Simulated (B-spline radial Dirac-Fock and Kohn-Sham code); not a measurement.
**Atomic SCF run for Pm**

ΔSCF core binding energies without Breit or QED terms, calculated with a radial B-spline solver. Keys: rel is the Hamiltonian (dirac, or spin-free x2c and nr, where L3 and M5 stand for the whole 2p and 3d shells), method is hf or an exchange,correlation pair (spin-unpolarised, also for the hole states), nuc the nuclear model, radius_factor scales its radius, rmax is the box in bohr, h the logarithmic mesh step, order the B-spline order, points the quadrature points per cell, c_factor scales the speed of light, and damp, ndamp, maxit and tol steer the iteration. The run stops when the commutator error falls below 10·tol·max(1, Z/10), or the numerical noise floor, and the energy has settled to about 1e-8 Ha; the virial ratio is −V/T.

Input (task.json):

```json
{"items": [{"Z": 61, "q": 0, "cfg": [[1, 0, 2], [2, 0, 2], [2, 1, 6], [3, 0, 2], [3, 1, 6], [3, 2, 10], [4, 0, 2], [4, 1, 6], [4, 2, 10], [4, 3, 5], [5, 0, 2], [5, 1, 6], [6, 0, 2]], "A": 145, "rrms": 4.962, "do": "settings", "holes": ["K", "L3", "M5"],
  "settings": [{"rel": "dirac", "method": "pbe,pbe", "nuc": "fermi", "radius_factor": 1.0, "rmax": 45.0, "h": 0.3, "order": 6, "points": 10, "c_factor": 1.0, "maxit": 60, "damp": 0.5, "ndamp": 3, "tol": 1e-06}]}]}
```

Command: `python xray2_run.py task.json out`

Ground-state iterations:

```
iter   energy (Ha)        error
   1   -10009.16430915  2.39e+00
   2   -10008.75072726  1.05e+00
   3   -10026.04433703  1.30e-01
   4   -10026.46267393  5.15e-02
   5   -10026.50699049  4.64e-02
   6   -10026.52470738  1.16e-02
   7   -10026.53098056  3.47e-03
   8   -10026.53123008  6.18e-04
   9   -10026.53124160  2.17e-05
  10   -10026.53124161  2.55e-06
```

The ground state converged in 10 iterations, with total energy -10026.53124 Ha, virial ratio 1.92490 and highest orbital energy -1.95 eV. ΔSCF binding energies: K (1s) 45404.3 eV, L3 (2p3/2) 6448.8 eV, M5 (3d5/2) 1027.2 eV.
